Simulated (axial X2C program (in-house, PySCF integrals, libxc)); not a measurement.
## Potential curves of AsO, without spin–orbit coupling

Calculated with an in-house relativistic program for diatomic molecules. Spin-free means the one-electron spin-free X2C Hamiltonian. Basis: As dyall-cv3z [9s9p6d4f1g], O dyall-av3z [7s6p3d2f] (cores contracted in-house); Gaussian nuclei, density fitting, unrestricted open shells. Masses: As 74.922 u, O 15.995 u.

State: M_S = 1/2, Λ = 1 (beyond evenly filled blocks: π+α). Energies in eV from the fragments at the same level (As + O). Fits are polynomials in 1 − R0/R over 0.85 to 1.23 times the lowest point R0.

| R (Å) | PW91 | PBE0 |
| --- | --- | --- |
| 1.4059 | -3.6255 | -3.0722 |
| 1.4706 | -4.6594 | -4.0321 |
| 1.5190 | -5.1247 | -4.4390 |
| 1.5675 | -5.3923 | -4.6464 |
| 1.6160 | -5.5070 | -4.6997 |
| 1.6726 | -5.4947 | -4.6150 |
| 1.7291 | -5.3669 | -4.4149 |
| 1.8018 | -5.0847 | -4.0421 |
| 1.8907 | -4.6271 | -3.4996 |
| 2.0200 | -3.8570 | -2.7614 |

The state is one determinant whose occupation by symmetry is held fixed; it was picked as the lowest of a PBE0 search that is not exhaustive. Dissociation energies refer to the lowest single-determinant-based atoms at the same level and basis. The functionals have no current-density term, which raises determinants with orbital currents, atoms included. The determinant is spin-polarised beyond a pure state at some levels (its spin-free form has ⟨S²⟩ too high), which makes Re and μ there less reliable.

Question: What are Re, ωe and De at the PW91 level?

Answer: At PW91, spin-free: Re = 1.639 Å, ωe ≈ 949 cm⁻¹, De = 5.52 eV to As + O; Be follows as 0.476 cm⁻¹.

Question: What are Re, ωe and De at the PBE0 level?

Answer: At PBE0, spin-free: Re = 1.612 Å, ωe ≈ 1030 cm⁻¹, De = 4.70 eV to As + O; Be follows as 0.492 cm⁻¹.
